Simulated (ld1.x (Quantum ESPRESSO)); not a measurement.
**calcium (Ca): excitation energies, all-electron against TM**

```json
{"Element": "calcium", "Generator": "ld1.x (Quantum ESPRESSO) 7.5", "Type": "norm-conserving Troullier–Martins (Kleinman–Bylander form)", "Functional": "LDA (PZ)", "Relativity": "fully relativistic", "Frozen core": "[Ar]", "Valence charge": "2", "Reference configuration": "3d0 4s1.5 4p0.5", "Partial waves": "4s (bound): rc 3.00 bohr; 4p (bound): rc 3.85 bohr; 3d (bound, empty): rc 2.40 bohr", "Local potential": "the d channel", "Core correction": "a·sin(br)/r model core, default radius (core density twice the valence density)"}
```

Open shells are filled in proportion to 2j + 1 (rel_dist='average').

Energies are relative to the spin-unpolarised reference configuration 3d0 4s1.5 4p0.5; without spin polarisation the order of configurations can differ from experiment. The d channel is local and has no spin–orbit splitting in the pseudo-atom.

| valence configuration | charge | ΔE all-electron (eV) | error AE − PS (meV) |
| --- | --- | --- | --- |
| 3d0 4s2 4p0 | 0 | -1.229 | -0.9 |
| 3d0 4s1 4p0 | +1 | 5.234 | +1.1 |
| 3d0 4s1 4p1 | 0 | 1.262 | -1.2 |
| 3d0 4s0 4p2 | 0 | 3.888 | -13 |
| 3d1 4s0 4p0 | +1 | 6.571 | -38 |
| 3d0.5 4s1.5 4p0 | 0 | -0.206 | -12 |

Task: What are ΔE and the potential's error for 3d0 4s1.5 4p0?

Result: ΔE = 1.338 eV all-electron; the error (AE − PS) is +0.2 meV.

Levels in the configuration 3d0.5 4s1.5 4p0:

```csv
level,all-electron (eV),pseudo (eV)
3d j=3/2,-1.255,-1.213
3d j=5/2,-1.241,-1.213
4s j=1/2,-3.539,-3.540
```

Note: ghost states, extra bound levels that the all-electron valence spectrum of the same l lacks: s at -69.2 eV, p3/2 at -21.6 eV, p1/2 at -21.0 eV. A true bound ghost makes a file unfit for plane-wave use.
